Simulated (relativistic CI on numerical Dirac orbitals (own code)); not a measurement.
## Slater and spin-orbit integrals, Ca XV

These numbers are calculated, not measured: Dirac-Coulomb-Breit CI, orbitals from a KLI potential per configuration, QED by a radiative potential, unscaled Slater integrals (own radial code, finite nucleus).

Slater integrals F^k, G^k are unscaled and averaged over j, outside the closed core 1s2; ζ comes from projecting the Hamiltonian with its Breit term on Σ l·s of the shell.

- 2s2 2p2: F^2(2p,2p) = 328620, ζ(2p) = 23617 cm⁻¹; <r>(2p) = 0.2898, <r^2>(2p) = 0.1018 (bohr units).
- 2s 2p3: F^2(2p,2p) = 327460, G^1(2s,2p) = 360130, ζ(2p) = 23309 cm⁻¹; <r>(2s) = 0.3337, <r^2>(2s) = 0.1305, <r>(2p) = 0.2908, <r^2>(2p) = 0.1025 (bohr units).
- 2p4: F^2(2p,2p) = 325610, ζ(2p) = 23018 cm⁻¹; <r>(2p) = 0.2923, <r^2>(2p) = 0.1036 (bohr units).

Averages of the first 10 configurations, taken without configuration mixing, which lowers the lowest level and can move excited configurations by several eV; other configurations of the list can lie among them:

| Configuration | Parity | States | Average energy above the lowest level (eV) |
| --- | --- | --- | --- |
| 2s2 2p2 | even | 15 | 10.7 |
| 2s 2p3 | odd | 40 | 70.5 |
| 2p4 | even | 15 | 144.3 |
| 2p3 3s | odd | 40 | 629.2 |
| 2p3 3p | even | 120 | 646.2 |
| 2p3 3d | odd | 200 | 664.2 |
| 2s2 2p 3s | odd | 12 | 513.8 |
| 2s2 2p 3p | even | 36 | 532.9 |
| 2s2 2p 3d | odd | 60 | 551.3 |
| 2s 2p2 3s | even | 60 | 564.3 |
